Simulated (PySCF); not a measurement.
C2H7NSi2, SMILES [Si@H]1(N=C[SiH2]1)C. Atoms are numbered in the order given.

```xyz
12

C      2.2218     0.8227    -0.0318
Si     0.7716    -0.3054    -0.4165
N     -0.5842     0.5621    -1.2542
C     -1.5768     0.4350    -0.4412
Si    -1.0063    -0.5754     1.1071
H      2.6869     1.1744    -0.9673
H      1.8928     1.7014     0.5437
H      2.9882     0.2888     0.5529
H      1.2345    -1.4814    -1.2109
H     -2.5609     0.8799    -0.6933
H     -1.6975    -1.8850     1.3203
H     -1.0391     0.1719     2.4039
```
Charge 0, spin multiplicity 1.

The structure is a stationary point at B3LYP-D3(BJ)/def2-SVP. The structure was generated by enumeration; whether it is a known compound was not checked.

Level of theory: B3LYP-D3(BJ)/def2-SVP in PySCF.

Frequencies are harmonic and unscaled.

Computed harmonic wavenumbers and intensities:
```json
[
 {"mode": "1", "ν (cm⁻¹)": "112", "IR (km/mol)": "0.6", "Raman (Å⁴/amu)": "2.7", "depolarisation": "0.72", "moving atoms (share of kinetic energy)": "C 46 %, H 30 %, Si 17 %"},
 {"mode": "2", "ν (cm⁻¹)": "148", "IR (km/mol)": "0.5", "Raman (Å⁴/amu)": "1.1", "depolarisation": "0.59", "moving atoms (share of kinetic energy)": "H 75 %, Si 13 %, C 10 %"},
 {"mode": "3", "ν (cm⁻¹)": "154", "IR (km/mol)": "0.6", "Raman (Å⁴/amu)": "1.4", "depolarisation": "0.59", "moving atoms (share of kinetic energy)": "H 59 %, C 21 %, Si 18 %"},
 {"mode": "4", "ν (cm⁻¹)": "260", "IR (km/mol)": "16.3", "Raman (Å⁴/amu)": "1.6", "depolarisation": "0.75", "moving atoms (share of kinetic energy)": "H 43 %, N 35 %, Si 12 %, C 10 %"},
 {"mode": "5", "ν (cm⁻¹)": "397", "IR (km/mol)": "4.2", "Raman (Å⁴/amu)": "26.3", "depolarisation": "0.32", "moving atoms (share of kinetic energy)": "Si 63 %, H 21 %, C 10 %"},
 {"mode": "6", "ν (cm⁻¹)": "446", "IR (km/mol)": "4.1", "Raman (Å⁴/amu)": "9.3", "depolarisation": "0.48", "moving atoms (share of kinetic energy)": "Si 51 %, N 19 %, C 18 %, H 12 %"},
 {"mode": "7", "ν (cm⁻¹)": "470", "IR (km/mol)": "10.9", "Raman (Å⁴/amu)": "2.4", "depolarisation": "0.69", "moving atoms (share of kinetic energy)": "H 57 %, Si 26 %, N 11 %"},
 {"mode": "8", "ν (cm⁻¹)": "585", "IR (km/mol)": "4.3", "Raman (Å⁴/amu)": "23.2", "depolarisation": "0.74", "moving atoms (share of kinetic energy)": "H 94 %"},
 {"mode": "9", "ν (cm⁻¹)": "613", "IR (km/mol)": "18.9", "Raman (Å⁴/amu)": "21.8", "depolarisation": "0.14", "moving atoms (share of kinetic energy)": "H 48 %, C 32 %, Si 15 %"},
 {"mode": "10", "ν (cm⁻¹)": "645", "IR (km/mol)": "16.8", "Raman (Å⁴/amu)": "8.0", "depolarisation": "0.63", "moving atoms (share of kinetic energy)": "H 75 %, C 14 %, N 8 %"},
 {"mode": "11", "ν (cm⁻¹)": "694", "IR (km/mol)": "30.4", "Raman (Å⁴/amu)": "6.4", "depolarisation": "0.32", "moving atoms (share of kinetic energy)": "H 44 %, N 35 %, C 11 %, Si 10 %"},
 {"mode": "12", "ν (cm⁻¹)": "711", "IR (km/mol)": "18.7", "Raman (Å⁴/amu)": "7.2", "depolarisation": "0.66", "moving atoms (share of kinetic energy)": "H 70 %, C 13 %, Si 9 %"},
 {"mode": "13", "ν (cm⁻¹)": "751", "IR (km/mol)": "96.1", "Raman (Å⁴/amu)": "2.4", "depolarisation": "0.74", "moving atoms (share of kinetic energy)": "H 39 %, C 30 %, Si 27 %"},
 {"mode": "14", "ν (cm⁻¹)": "753", "IR (km/mol)": "29.9", "Raman (Å⁴/amu)": "1.9", "depolarisation": "0.31", "moving atoms (share of kinetic energy)": "H 35 %, C 28 %, Si 23 %, N 15 %"},
 {"mode": "15", "ν (cm⁻¹)": "831", "IR (km/mol)": "113.1", "Raman (Å⁴/amu)": "2.7", "depolarisation": "0.32", "moving atoms (share of kinetic energy)": "H 63 %, Si 20 %, C 13 %"},
 {"mode": "16", "ν (cm⁻¹)": "894", "IR (km/mol)": "85.8", "Raman (Å⁴/amu)": "3.1", "depolarisation": "0.64", "moving atoms (share of kinetic energy)": "H 73 %, C 21 %"},
 {"mode": "17", "ν (cm⁻¹)": "913", "IR (km/mol)": "103.9", "Raman (Å⁴/amu)": "2.9", "depolarisation": "0.69", "moving atoms (share of kinetic energy)": "H 78 %, C 18 %"},
 {"mode": "18", "ν (cm⁻¹)": "946", "IR (km/mol)": "73.1", "Raman (Å⁴/amu)": "17.6", "depolarisation": "0.75", "moving atoms (share of kinetic energy)": "H 92 %"},
 {"mode": "19", "ν (cm⁻¹)": "1266", "IR (km/mol)": "15.0", "Raman (Å⁴/amu)": "0.7", "depolarisation": "0.24", "moving atoms (share of kinetic energy)": "H 79 %, C 21 %"},
 {"mode": "20", "ν (cm⁻¹)": "1295", "IR (km/mol)": "18.1", "Raman (Å⁴/amu)": "6.5", "depolarisation": "0.52", "moving atoms (share of kinetic energy)": "H 80 %, C 12 %"},
 {"mode": "21", "ν (cm⁻¹)": "1426", "IR (km/mol)": "3.9", "Raman (Å⁴/amu)": "13.9", "depolarisation": "0.74", "moving atoms (share of kinetic energy)": "H 96 %"},
 {"mode": "22", "ν (cm⁻¹)": "1432", "IR (km/mol)": "3.5", "Raman (Å⁴/amu)": "11.4", "depolarisation": "0.74", "moving atoms (share of kinetic energy)": "H 96 %"},
 {"mode": "23", "ν (cm⁻¹)": "1596", "IR (km/mol)": "51.7", "Raman (Å⁴/amu)": "3.6", "depolarisation": "0.34", "moving atoms (share of kinetic energy)": "C 52 %, N 46 %"},
 {"mode": "24", "ν (cm⁻¹)": "2182", "IR (km/mol)": "128.0", "Raman (Å⁴/amu)": "224.2", "depolarisation": "0.13", "moving atoms (share of kinetic energy)": "H 98 %"},
 {"mode": "25", "ν (cm⁻¹)": "2193", "IR (km/mol)": "78.7", "Raman (Å⁴/amu)": "157.6", "depolarisation": "0.75", "moving atoms (share of kinetic energy)": "H 96 %"},
 {"mode": "26", "ν (cm⁻¹)": "2209", "IR (km/mol)": "160.9", "Raman (Å⁴/amu)": "181.8", "depolarisation": "0.18", "moving atoms (share of kinetic energy)": "H 97 %"},
 {"mode": "27", "ν (cm⁻¹)": "3001", "IR (km/mol)": "77.0", "Raman (Å⁴/amu)": "320.1", "depolarisation": "0.35", "moving atoms (share of kinetic energy)": "H 92 %, C 8 %"},
 {"mode": "28", "ν (cm⁻¹)": "3030", "IR (km/mol)": "2.5", "Raman (Å⁴/amu)": "156.9", "depolarisation": "0.02", "moving atoms (share of kinetic energy)": "H 97 %"},
 {"mode": "29", "ν (cm⁻¹)": "3122", "IR (km/mol)": "2.5", "Raman (Å⁴/amu)": "110.1", "depolarisation": "0.74", "moving atoms (share of kinetic energy)": "H 91 %, C 9 %"},
 {"mode": "30", "ν (cm⁻¹)": "3131", "IR (km/mol)": "2.6", "Raman (Å⁴/amu)": "75.1", "depolarisation": "0.73", "moving atoms (share of kinetic energy)": "H 91 %, C 9 %"}
]
```
